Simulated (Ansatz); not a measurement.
Consider the substitution at a C–C bond: `CCC(Cl)CCl` + `[SiH3][TeH]` → `[SiH3][Te]CCl` + `CCCCl`.

Calculated with Ansatz (gas phase, PBE0-D4/def2-TZVP geometries, no zero-point term in ΔE). CCSD(T)/CBS is the MP2 limit (def2-TZVPP, def2-QZVPP) plus CCSD(T) − MP2 in def2-TZVPP, frozen cores. Functionals use def2-TZVPP. B3LYP here is the variant with VWN-RPA as its local correlation; programs differ in this. def2 core potentials past Kr. For Te outer-core shells are correlated without core-valence functions, which leaves a few kJ/mol of doubt a bond. Each species was taken in one conformer, which may not be the lowest.

```json
{"level": "PBE-D4", "ΔE (kJ/mol)": "19.7", "difference from CCSD(T)/CBS": "-2.3"}
{"level": "r2SCAN-D4", "ΔE (kJ/mol)": "25.7", "difference from CCSD(T)/CBS": "3.7"}
{"level": "PBE0-D4", "ΔE (kJ/mol)": "24.5", "difference from CCSD(T)/CBS": "2.5"}
{"level": "B3LYP-D4", "ΔE (kJ/mol)": "20.3", "difference from CCSD(T)/CBS": "-1.7"}
{"level": "ωB97X-V", "ΔE (kJ/mol)": "27.9", "difference from CCSD(T)/CBS": "5.9"}
{"level": "ωB97M-V", "ΔE (kJ/mol)": "27.8", "difference from CCSD(T)/CBS": "5.8"}
{"level": "B2PLYP", "ΔE (kJ/mol)": "21.2", "difference from CCSD(T)/CBS": "-0.8"}
{"level": "PBE", "ΔE (kJ/mol)": "18.2", "difference from CCSD(T)/CBS": "-3.8"}
{"level": "r2SCAN", "ΔE (kJ/mol)": "24.9", "difference from CCSD(T)/CBS": "2.9"}
{"level": "PBE0", "ΔE (kJ/mol)": "23.2", "difference from CCSD(T)/CBS": "1.2"}
{"level": "B3LYP", "ΔE (kJ/mol)": "18.6", "difference from CCSD(T)/CBS": "-3.4"}
{"level": "HF/def2-TZVPP", "ΔE (kJ/mol)": "28.3", "difference from CCSD(T)/CBS": "6.3"}
{"level": "MP2/def2-TZVPP", "ΔE (kJ/mol)": "24.5", "difference from CCSD(T)/CBS": "2.5"}
{"level": "SCS-MP2/def2-TZVPP", "ΔE (kJ/mol)": "23.0", "difference from CCSD(T)/CBS": "1.0"}
{"level": "CCSD/def2-TZVPP", "ΔE (kJ/mol)": "28.4", "difference from CCSD(T)/CBS": "6.4"}
{"level": "CCSD(T)/def2-TZVPP", "ΔE (kJ/mol)": "27.7", "difference from CCSD(T)/CBS": "5.7"}
{"level": "HF/def2-QZVPP", "ΔE (kJ/mol)": "27.3", "difference from CCSD(T)/CBS": "5.3"}
{"level": "MP2/def2-QZVPP", "ΔE (kJ/mol)": "20.9", "difference from CCSD(T)/CBS": "-1.1"}
{"level": "SCS-MP2/def2-QZVPP", "ΔE (kJ/mol)": "19.8", "difference from CCSD(T)/CBS": "-2.2"}
{"level": "HF/CBS(def2)", "ΔE (kJ/mol)": "27.2", "difference from CCSD(T)/CBS": "5.2"}
{"level": "MP2/CBS(def2)", "ΔE (kJ/mol)": "18.8", "difference from CCSD(T)/CBS": "-3.2"}
{"level": "CCSD/CBS(def2)", "ΔE (kJ/mol)": "22.6", "difference from CCSD(T)/CBS": "0.6"}
{"level": "CCSD(T)/CBS", "ΔE (kJ/mol)": "22.0", "difference from CCSD(T)/CBS": "0"}
```

Largest T1 diagnostic among the species: 0.011.

From PBE to PBE0 (25 % exact exchange), in def2-TZVPP and without D4, ΔE moves by +5.0 kJ/mol.
